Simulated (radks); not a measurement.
Results of a calculation; reference values are marked as such.
Task: All-electron atom: Ir II in [Xe] 4f14 5d7 6s1. Level of theory: scalar-relativistic Kohn-Sham, PBE, spin-polarised, spherical densities, finite nucleus; open shells are filled with parallel spins first (spin-orbit coupling, left out, can overturn this in heavy ions); Fermi nuclear charge, rms radius 5.4032 fm (a radial shooting solver on a logarithmic mesh with Libxc functionals). Some entries of the table are withheld. Estimate them.

orbital,occ.,eigenvalue (Ry),<r> (bohr)
1s up,1,-5593.875,0.01744
1s down,1,-5593.874,0.01744
2s up,1,-979.1225,0.07362
2s down,1,-979.1086,0.07362
2p up,3,-850.9387,0.06624
2p down,3,-850.9274,0.06624
3s up,1,-229.4708,0.1905
3s down,1,-229.4655,0.1905
3p up,3,-191.9694,0.1913
3p down,3,-191.9634,0.1913
3d up,5,-150.6238,0.1733
3d down,5,-150.6138,0.1733
4s up,1,-49.42621,0.4234
4s down,1,-49.41232,0.4234
4p up,3,-37.12162,0.4505
4p down,3,-37.10850,0.4505
4d up,5,-21.99122,0.4785
4d down,5,-21.97587,0.4783
5s up,1,-7.84557,0.9802
5s down,1,-7.74167,0.9760
4f up,7,-5.17915,0.5361
4f down,7,-5.15490,0.5343
5p up,3,(1),1.137
5p down,3,(2),1.130
5d up,5,(3),1.666
6s up,1,-1.05233,2.666
5d down,2,(4),1.675
6s down,0,-0.90768,2.754

Result: 
(1) 5p up eigenvalue (Ry): -4.68457
(2) 5p down eigenvalue (Ry): -4.55084
(3) 5d up eigenvalue (Ry): -1.19355
(4) 5d down eigenvalue (Ry): -1.02269
